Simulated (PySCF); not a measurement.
NS (SMILES [N]=S), doublet, geometry from GFN2-xTB. Base run: M062X/3-21G (PySCF).

The PySCF input:
```python
from pyscf import gto, scf, dft

mol = gto.Mole()
mol.atom = '''
    N    -0.000000   -0.000000   -1.018028
    S     0.000000    0.000000    0.445387
'''
mol.basis = '3-21g'
mol.charge = 0
mol.spin = 1
mol.verbose = 4
mol.build()

mf = dft.UKS(mol)
mf.xc = 'm062x'
mf.kernel()
```

Variants of this job, named by their change:

| change | E (Eh) | HOMO (eV) | dipole (D) | <S^2> | outcome |
|---|---|---|---|---|---|
| base | -450.49260 | -7.09 | 1.54 | 0.758 | converged |
| functional = blyp | -450.53787 | -3.95 | 1.46 | 0.752 | converged |
| functional = o3lyp | -450.52322 | -4.92 | 1.49 | 0.755 | converged |
| functional = pbe; dispersion = d4 | -450.31300 | -4.13 | 1.48 | 0.752 | converged |
| functional = wb97x | -450.51715 | -8.31 | 1.46 | 0.756 | converged |
| functional = b3lyp | -450.56031 | -5.49 | 1.47 | 0.754 | converged |
| functional = b97-1 | -450.49016 | -5.47 | 1.49 | 0.754 | converged |
| functional = hse06 | -450.36318 | -5.45 | 1.48 | 0.754 | converged |
| functional = blyp; dispersion = d3bj | -450.53961 | -3.95 | 1.46 | 0.752 | converged |
| functional = pbe0; dispersion = d4 | -450.34103 | -5.86 | 1.48 | 0.754 | converged |
| functional = hf | - | - | - | - | not converged |
| functional = scan | -450.54906 | -4.67 | 1.47 | 0.751 | converged |
| functional = wb97x_v | -450.45476 | -8.28 | 1.46 | 0.755 | converged |

Totals shift with the method and basis; they matter in differences.

Open shells are given as the SCF converged; they aren't shown to be the lowest states, and a large step between rows can be another state.
